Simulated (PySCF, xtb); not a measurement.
C4H6BFO, SMILES FB1CC=CCO1.

The structure is a stationary point at B3LYP-D3(BJ)/def2-SVP. This is a generated structure with no PubChem entry under its InChIKey; it may be hypothetical. One conformer was computed; it need not be the lowest.

Calculation: IEF-PCM-M06-2X/def2-SVP in PySCF 2.14.0.

The values are the electrostatic part of the solvation free energy, E(continuum) − E(gas) at the gas-phase geometry, in a cavity of scaled van der Waals radii (PySCF's table); cavitation and dispersion terms are not included. In vacuum the orbital gap is 9.79 eV. The dipole moment in vacuum is 2.65 D.

### Question
Estimate the values in water (ε = 78.36), N,N-dimethylformamide (ε = 37.22), chlorobenzene (ε = 5.70). (An estimate is asked for; the answer gives what the named calculation found.)

### Answer

```csv
solvent,ε,ΔG(elec) (kcal/mol),dipole (D),gap (eV)
water,78.36,-4.0,3.17,9.79
"N,N-dimethylformamide",37.22,-3.9,3.16,9.79
chlorobenzene,5.70,-3.0,3.05,9.79
```

For comparison, GFN2-xTB/ALPB(water) (xtb, at the GFN2-xTB geometry, all terms of that model) gives -2.5 kcal/mol.
